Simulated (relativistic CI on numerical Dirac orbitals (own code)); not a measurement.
## Co IV: what numerical and physical settings do to a radial Dirac CI calculation

Reference input:

```
atom Co  Z=27  charge=3  electrons=24
nucleus A=59  rms_radius_fm=3.7875
hamiltonian dirac-coulomb  breit=on  qed=on  c_scale=1
orbitals kli  potential=per-configuration
slater_scale 1
correlation none
mixing on
grid step=0.0125 r_max=37.3
scf mixing=0.4 start=green max_iterations=150 tolerance=2e-08 node_fill=0.05
configurations
  [Ar] 3d6
  [Ar] 3d5 4s
end
```

Computed lowest total energy -1389.24226 Ha, first excitation 619.4 cm⁻¹, 24 SCF steps. Runs with settings changed; * marks those that are bad on purpose:

```
                       Changed    Outcome  Lowest level   ΔE (Ha)  First excitation (cm⁻¹)  SCF steps                                                  Message
 QED terms off, grid step 0.03  converged       3d⁶ ⁵D4    -0.356                    616.8         23                                                         
                Breit term off  converged       3d⁶ ⁵D4    -0.532                    633.3         24                                                         
grid step 0.04, SCF mixing 0.1  converged       3d⁶ ⁵D4  0.000231                    619.4         28                                                         
                    charge 2 *    refused                                                           0  configuration [Ar] 3d6 has 24 electrons, the ion has 25
    nuclear radius 3787.5 fm *  converged       3d⁶ ⁵D4       399                    866.9         21
```

With so few configurations and no correlation, terms lie too far apart (by 10 to 50 % near neutrality), their order can be wrong, and levels of other configurations are missing.
